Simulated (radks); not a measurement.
Coulomb parameter of the 5d shell of the gold ion Au2+ in the model configuration [Xe] 4f14 5d7.5 6p1.5, as a second difference U = [E(n + 0.5) + E(n - 0.5) - 2 E(n)] / (0.5)^2 with all orbitals relaxed. "Bare": the charge of the atom changes with n. "Screened": the 6p shell takes up the change at fixed total charge, which measures U(5d,5d) + U(6p,6p) - 2 U(5d,6p). Method: scalar-relativistic Kohn-Sham, r2SCAN, spin-unpolarised, spherical densities, finite nucleus; meta-GGA in the generalised Kohn-Sham scheme; Fermi nuclear charge, rms radius 5.4371 fm; computed with a radial shooting solver on a logarithmic mesh with Libxc functionals.

[
 {"case": "start", "configuration": "[Xe] 4f14 5d7.5 6p1.5", "E - E(n) (eV)": "0.000"},
 {"case": "bare +0.5", "configuration": "[Xe] 4f14 5d8 6p1.5", "E - E(n) (eV)": "-15.408"},
 {"case": "bare -0.5", "configuration": "[Xe] 4f14 5d7 6p1.5", "E - E(n) (eV)": "18.643"},
 {"case": "screened +0.5", "configuration": "[Xe] 4f14 5d8 6p1", "E - E(n) (eV)": "-8.254"},
 {"case": "screened -0.5", "configuration": "[Xe] 4f14 5d7 6p2", "E - E(n) (eV)": "8.851"}
]

U(bare) = 12.939 eV, U(screened by 6p) = 2.389 eV, against the Slater integral F0(5d,5d) = 17.257 eV with frozen orbitals.
